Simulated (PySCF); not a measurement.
Si(Cl)(H)2(NCO) (CH2ClNOSi), SMILES O=C=N[SiH2]Cl.

Geometry: PBE0-D3(BJ)/def2-SVP. Other conformers were not sampled.

Method: M06-2X/def2-TZVP (PySCF).

The molecule is in vacuum.

total energy: -919.06625 hartree
point group: Cs
highest occupied level: -10.21 eV
lowest empty level: 0.50 eV
orbital gap: 10.71 eV
dipole moment: 0.398 e·Å
quadrupole, principal values (traceless, Buckingham form, about the centre of nuclear charge): -8.41, 3.78, 4.63 D·Å
mean static polarisability: 55.0 bohr³ (8.15 Å³)
polarisability, principal values: 40.2, 49.7, 75.1 bohr³
